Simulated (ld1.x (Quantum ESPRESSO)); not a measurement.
## What one change does to a pseudopotential (Mn, PAW)

```json
{
  "Element": "manganese (Mn)",
  "Generator": "ld1.x (Quantum ESPRESSO) 7.5",
  "Type": "PAW",
  "Functional": "PBEsol",
  "Relativity": "scalar-relativistic",
  "Frozen core": "[Ar]",
  "Valence charge": "7",
  "Reference configuration": "3d5 4s1.5 4p0 (charge +0.5)",
  "Partial waves": "4s (bound): rcut 2.00, rcutus 2.30 bohr; 4s channel at 0.2 Ry: rcut 2.00, rcutus 2.30 bohr; 4p (bound, empty): rcut 3.10, rcutus 3.35 bohr; 4p channel at 1.65 Ry: rcut 3.10, rcutus 3.35 bohr; 3d (bound): rcut 1.20, rcutus 1.55 bohr; 3d channel at 4.45 Ry: rcut 1.20, rcutus 1.55 bohr",
  "Local potential": "all-electron potential smoothed inside 3.00 bohr (lloc = -1)",
  "Core correction": "Bessel-smoothed model core inside 0.85 bohr",
  "Augmentation charge": "PSQ, inside the norm-conserving radii"
}
```

All-electron outer shells of the reference configuration (PBEsol, scalar-relativistic, ld1.x):

| shell | level (eV) | outermost node (bohr) | outermost maximum (bohr) |
| --- | --- | --- | --- |
| 3p | -58.42 | 0.31 | 0.75 |
| 3d | -10.69 | – | 0.76 |
| 4s | -8.40 | 1.05 | 2.44 |
| 4p | -4.12 | 1.15 | 3.10 |

Change: type ultrasoft; local potential all-electron potential smoothed inside 2.80 bohr (lloc = -1).

Cutoffs: the cutoffs (Ry, on a coarse ladder) from which the occupation-weighted sum of valence levels, in a spherical-Bessel basis at the reference potential, stays within 10 and 1 mRy of its value at 400 Ry; they do not see the model core or the augmentation charge, which bear on the density cutoff. Errors are all-electron minus pseudo energies relative to the spin-unpolarised reference configuration.

What does the change do?

The potential gets neither clearly harder nor softer (45 Ry and 70 Ry → 45 Ry and 70 Ry); of the 7 tests that both files solve, the error grows in 2 and shrinks in 0 by more than 15 % and 0.3 meV (median size 16.8 → 20.3 meV); neither file shows a bound ghost.

| quantity | base | changed |
| --- | --- | --- |
| cutoff, loose | 45 Ry | 45 Ry |
| cutoff, tight | 70 Ry | 70 Ry |
| bound ghosts | none | none |
| error for 3d5 4s2 4p0, meV [ΔE -3.37 eV] | -0.3 | -0.3 |
| error for 3d5 4s1 4p0, meV [ΔE 5.06 eV] | -1.4 | -1.5 |
| error for 3d5 4s0 4p0, meV [ΔE 20.57 eV] | -17 | -20 |
| error for 3d4 4s0 4p0, meV [ΔE 53.05 eV] | -397 | -368 |
| error for 3d5 4s0 4p2, meV [ΔE 4.59 eV] | -1.0 | +16 |
| error for 3d6 4s0 4p0, meV [ΔE 3.40 eV] | -128 | -127 |
| error for 3d6 4s1 4p0, meV [ΔE -3.74 eV] | -92 | -89 |
| s: phases at 3.67 bohr within 0.05 rad from the reference energy up to (Ry; the scan ends near 5) | 3.3 | 4.0 |
| p: phases at 3.67 bohr within 0.05 rad from the reference energy up to (Ry; the scan ends near 5) | 4.2 | 4.2 |
| d: phases at 3.67 bohr within 0.05 rad from the reference energy up to (Ry; the scan ends near 5) | 0.1 | 0.2 |
| lowest overlap eigenvalue by channel | s 0.41, p 0.63, d 0.95 | s 0.43, p 0.62, d 0.95 |
